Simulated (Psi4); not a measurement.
C₄H₉, doublet, at a GFN2-xTB geometry; HF/STO-3G in Psi4.

Input for Psi4:
```
memory 2 GB

molecule mol {
0 2
C     0.802279    1.764772   -0.156944
C     0.521419    0.400381    0.335212
C    -0.744908   -0.310536    0.053762
C    -0.534390   -1.811535   -0.166555
H     1.852789    1.873334   -0.433665
H    -1.484987   -2.307418   -0.349533
H     0.605066    2.521196    0.614694
H     0.182325    2.006382   -1.018695
H    -0.072423   -2.261597    0.709042
H     0.115524   -1.979906   -1.021981
H     1.210297   -0.044783    1.033545
H    -1.229456    0.127102   -0.823204
H    -1.445533   -0.192802    0.896945
}

set {
  basis sto-3g
  reference uhf
}

energy('scf')
print_variables()
```

Output, abridged:

```
   => Loading Basis Set <=

    Name: STO-3G
    Role: ORBITAL
    Keyword: BASIS

         ---------------------------------------------------------
                                   SCF
               by Justin Turney, Rob Parrish, Andy Simmonett
                          and Daniel G. A. Smith
                              UHF Reference
         ---------------------------------------------------------

  ==> Geometry <==

    Molecular point group: c1
    Full point group: C1

    Geometry (in Angstrom), charge = 0, multiplicity = 2:

       Center              X                  Y                   Z               Mass
    ------------   -----------------  -----------------  -----------------  -----------------
         C            0.797647574429     1.760278091106    -0.163773700645    12.000000000000
         C            0.516787574429     0.395887091106     0.328382299355    12.000000000000
         C           -0.749539425571    -0.315029908894     0.046932299355    12.000000000000
         C           -0.539021425571    -1.816028908894    -0.173384700645    12.000000000000
         H            1.848157574429     1.868840091106    -0.440494700645     1.007825032230
         H           -1.489618425571    -2.311911908894    -0.356362700645     1.007825032230
         H            0.600434574429     2.516702091106     0.607864299355     1.007825032230
         H            0.177693574429     2.001888091106    -1.025524700645     1.007825032230
         H           -0.077054425571    -2.266090908894     0.702212299355     1.007825032230
         H            0.110892574429    -1.984399908894    -1.028810700645     1.007825032230
         H            1.205665574429    -0.049276908894     1.026715299355     1.007825032230
         H           -1.234087425571     0.122608091106    -0.830033700645     1.007825032230
         H           -1.450164425571    -0.197295908894     0.890115299355     1.007825032230

  Running in c1 symmetry.

  Rotational constants: A =      0.80492  B =      0.12472  C =      0.11962 [cm^-1]
  Rotational constants: A =  24130.76997  B =   3738.92532  C =   3586.17133 [MHz]
  Nuclear repulsion =  122.915306198595275

  Charge       = 0
  Multiplicity = 2
  Electrons    = 33
  Nalpha       = 17
  Nbeta        = 16

  ==> Algorithm <==

  SCF Algorithm Type is DF.
  DIIS enabled.
  MOM disabled.
  Fractional occupation disabled.
  Guess Type is SAD.
  Energy threshold   = 1.00e-06
  Density threshold  = 1.00e-06
[...]
   @DF-UHF iter   8:  -154.82558491481348   -2.51420e-07   3.49695e-06 DIIS
   @DF-UHF iter   9:  -154.82558493564056   -2.08271e-08   9.06359e-07 DIIS
  Energy and wave function converged.

  ==> Post-Iterations <==

   @Spin Contamination Metric:   1.572083507E-02
   @S^2 Expected:                7.500000000E-01
   @S^2 Observed:                7.657208351E-01
   @S   Expected:                5.000000000E-01
   @S   Observed:                5.000000000E-01

    Orbital Energies [Eh]
    ---------------------

    Alpha Occupied:

[...]
    Alpha Virtual:

[...]
    Beta Occupied:

[...]
      16A     -0.425297

    Beta Virtual:

[...]
      29A      0.907836

    Final Occupation by Irrep:
              A
    DOCC [    16 ]
    SOCC [     1 ]
    NA   [    17 ]
    NB   [    16 ]

  @DF-UHF Final Energy:  -154.82558493564056

   => Energetics <=

    Nuclear Repulsion Energy =            122.9153061985952746
    One-Electron Energy =                -451.8956530510395169
    Two-Electron Energy =                 174.1547619168036931
    Total Energy =                       -154.8255849356405633

  UHF NO Occupations:
  HONO-2 :   15  A 1.9985893
  HONO-1 :   16  A 1.9960882
  HONO-0 :   17  A 1.0000000
  LUNO+0 :   18  A 0.0039118
  LUNO+1 :   19  A 0.0014107
  LUNO+2 :   20  A 0.0012846
  LUNO+3 :   21  A 0.0006232

Computation Completed

Properties will be evaluated at   0.000000,   0.000000,   0.000000 [a0]

Properties computed using the SCF density matrix

 Multipole Moments:

 ------------------------------------------------------------------------------------
     Multipole            Electronic (a.u.)      Nuclear  (a.u.)        Total (a.u.)
 ------------------------------------------------------------------------------------

 L = 1.  Multiply by 2.5417464519 to convert [e a0] to [Debye]
 Dipole X            :          0.2671313           -0.2888164           -0.0216851
 Dipole Y            :          0.3004578           -0.2802445            0.0202133
 Dipole Z            :          0.4313403           -0.4259105            0.0054298
 Magnitude           :                                                    0.0301381

 ------------------------------------------------------------------------------------

  Variable Map:
  ----------------------------------------------------------------------------
[...]
  Array Variable Map:
  ----------------------------------------------------------------------------
[...]
[...]
```
